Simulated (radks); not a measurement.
Effect of the nuclear size on the technetium ion Tc+, [Kr] 4d5 5s1. All-electron calculation, Dirac Kohn-Sham, exchange-only LDA, spin-unpolarised, spherical densities, finite nucleus; open shells fill j = l - 1/2 first; Fermi nuclear charge, rms radius 4.4112 fm. Program: a radial shooting solver on a logarithmic mesh with Libxc functionals. The rms radius is varied about that value; shifts are against it.

| rms radius (fm) | total energy shift (eV) | density at nucleus (e/bohr^3) | 1s1/2 shift (meV) | 2s1/2 shift (meV) | 4s1/2 shift (meV) | 4p1/2 shift (meV) | 5s1/2 shift (meV) |
|---|---|---|---|---|---|---|---|
| 3.7186 | -0.485 | 1.017e+05 | -205 | -22.1 | -0.670 | 0.062 | -0.063 |
| 4.0451 | -0.265 | 1.007e+05 | -112 | -12.1 | -0.367 | 0.034 | -0.035 |
| 4.4112 | 0 | 9.972e+04 | 0.000 | 0.000 | 0.000 | 0.000 | 0.000 |
| 4.5965 | 0.142 | 9.925e+04 | 60.0 | 6.47 | 0.196 | -0.018 | 0.018 |
| 5.2714 | 0.703 | 9.773e+04 | 297 | 32.0 | 0.971 | -0.090 | 0.092 |

Slopes of the eigenvalues against <r^2> in GHz/fm^2, as finite differences over the two radii next to the reference (eigenvalue slopes, not the field-shift constants of lines): 1s1/2 8730, 2s1/2 942, 4s1/2 28.6, 4p1/2 -2.66, 5s1/2 2.69.
